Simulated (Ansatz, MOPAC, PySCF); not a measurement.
Noncovalent pair: GeH4 (SMILES [GeH4]) (first 5 atoms) with C2H6O (SMILES COC); geometry from B3LYP-D3(BJ)/def2-TZVP, rigid monomers moved along the line of their centres of mass till Ge1···O7 is 2.83 Å.
(charge 0, multiplicity 1):
```json
[
 {"atom": "Ge", "x (Å)": "0.2755", "y (Å)": "0.0049", "z (Å)": "0.6678"},
 {"atom": "H", "x (Å)": "-0.1896", "y (Å)": "-1.4293", "z (Å)": "0.9469"},
 {"atom": "H", "x (Å)": "-0.7187", "y (Å)": "1.0111", "z (Å)": "1.2663"},
 {"atom": "H", "x (Å)": "0.3199", "y (Å)": "0.2217", "z (Å)": "-0.8582"},
 {"atom": "H", "x (Å)": "1.6785", "y (Å)": "0.2426", "z (Å)": "1.2390"},
 {"atom": "C", "x (Å)": "0.5358", "y (Å)": "0.8925", "z (Å)": "4.0317"},
 {"atom": "O", "x (Å)": "0.1495", "y (Å)": "-0.3465", "z (Å)": "3.4778"},
 {"atom": "C", "x (Å)": "-1.1949", "y (Å)": "-0.6702", "z (Å)": "3.7588"},
 {"atom": "H", "x (Å)": "0.4454", "y (Å)": "0.8851", "z (Å)": "5.1252"},
 {"atom": "H", "x (Å)": "-0.0750", "y (Å)": "1.7140", "z (Å)": "3.6356"},
 {"atom": "H", "x (Å)": "1.5765", "y (Å)": "1.0600", "z (Å)": "3.7599"},
 {"atom": "H", "x (Å)": "-1.3671", "y (Å)": "-0.7515", "z (Å)": "4.8395"},
 {"atom": "H", "x (Å)": "-1.4031", "y (Å)": "-1.6304", "z (Å)": "3.2902"},
 {"atom": "H", "x (Å)": "-1.8802", "y (Å)": "0.0840", "z (Å)": "3.3509"}
]
```

Monomers are frozen at their geometry in the pair; levels with a basis set take the counterpoise correction. Rows marked so take none.

Rows in 3-21G carry no dispersion term and start afresh at each structure; the Pople sets are all-electron and without relativity. The state reached by PM6, PM7 isn't checked; PM7 holds dispersion and hydrogen-bond terms.

Programs: Ansatz (a program for electronic structure); MOPAC for PM6, PM7 (differences of heats of formation); PySCF for 3-21G rows, the dispersion terms. 

Q: One of these levels gives -11.3 kJ/mol for the interaction energy. Name it.
(A) PM6
(B) PM7
(C) HF/3-21G (no counterpoise)
(D) B3LYP-D4/def2-TZVPPD

A: B, PM7. The others give 12.4 (PM6), -13.1 (HF/3-21G (no counterpoise)), -6.7 (B3LYP-D4/def2-TZVPPD)
